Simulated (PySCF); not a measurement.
Vertical excitations of a molecule C2H8ClNSi from PySCF with TDA-PBE/def2-SVPD, as energy in eV (oscillator strength): 5.98 (0.037), 6.61 (0.045), 6.87 (0.002), 7.03 (0.000), 7.03 (0.049), 7.20 (0.104), 7.53 (0.031), 7.67 (0.007), 7.73 (0.002), 7.75 (0.008). Lowest triplet (TDA): 5.76 eV. Geometry optimised at B3LYP-D3(BJ)/def2-SVP. One conformer was computed; it need not be the lowest.

Problem. Pick the molecule that these values belong to.
A. C[Si](C)(N)Cl
B. CN[Si@H](C)Cl
C. CC[Si@H](N)Cl
D. C[Si@H](Cl)CN

Solution. A, C[Si](C)(N)Cl
